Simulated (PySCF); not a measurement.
C₂H₅FOSi₂, SMILES FC1=CO[SiH2][SiH2]1.

The structure is a stationary point at PBE0-D3(BJ)/def2-SVP. The structure was generated by enumeration, and PubChem lists no compound with its InChIKey, so it may never have been made.

All values below come from PBE0/def2-TZVP in PySCF.

Symmetry labels are those of the subgroup Cs that the program uses (full group Cs).

Problem. List the valence orbital energies around the gap with their symmetry. (An estimate is asked for; the answer gives what the named calculation found.)

Solution. 
| orbital | symmetry | energy (eV) |
|---|---|---|
| HOMO−7 | A' | -12.38 |
| HOMO−6 | A" | -11.95 |
| HOMO−5 | A' | -10.62 |
| HOMO−4 | A" | -10.17 |
| HOMO−3 | A" | -9.83 |
| HOMO−2 | A' | -9.59 |
| HOMO−1 | A' | -8.12 |
| HOMO | A" | -6.72 |
| LUMO | A' | -0.63 |
| LUMO+1 | A" | -0.58 |
| LUMO+2 | A' | 0.10 |
| LUMO+3 | A' | 1.01 |
